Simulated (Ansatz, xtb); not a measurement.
Spectroscopic constants of InRu, multiplicity 4 (lowest of 2S+1 = 2, 4, 6 at PBE0/def2-TZVPP; our sources give no spin for the ground state, which may be another). No spin–orbit coupling.

Constants: fifth-degree fit in 1/R to seven points, most abundant isotopes. In def2 and cc sets the state is the lowest found near the PBE0 minimum, followed along R.

Codes used: Ansatz (a first-principles code); xtb for the GFN methods. Values without a source in brackets are computed. In def2 rows elements past Kr take small-core potentials, without spin–orbit coupling. The GFN methods have no spin term and hold the electronic entropy of 300 K.

```
level                 r_e (Å)  ω_e (cm⁻¹)  B_e (cm⁻¹)  α_e (cm⁻¹)  dipole (D)
--------------------  -------  ----------  ----------  ----------  ----------
GFN1-xTB                2.684         169      0.0433     0.00041           -
GFN2-xTB                2.710         108      0.0425     0.00060           -
PBE/def2-TZVPP          2.613         172      0.0457     0.00018        0.13
r2SCAN/def2-TZVPP       2.624         179      0.0453     0.00017        0.32
B97M-V/def2-TZVPP       2.732         155      0.0418     0.00017        0.44
B3LYP/def2-TZVPP        2.708         158      0.0426     0.00017        0.37
PBE0/def2-TZVPP         2.671         164      0.0438     0.00017        0.12
BHLYP/def2-TZVPP        2.767         147      0.0408     0.00017        0.10
CAM-B3LYP/def2-TZVPP    2.700         161      0.0428     0.00017        0.00
wB97X-V/def2-TZVPP      2.697         162      0.0429     0.00017        0.54
wB97M-V/def2-TZVPP      2.721         160      0.0422     0.00016        0.16
B2PLYP/def2-TZVPP       2.666         170      0.0439     0.00018           -
```

Correlated levels freeze the inner cores; with def2 sets outer-core shells near the valence are correlated too.

Doubts at one or more of the structures used: a spin-contaminated determinant (r2SCAN/def2-TZVPP, B2PLYP/def2-TZVPP).
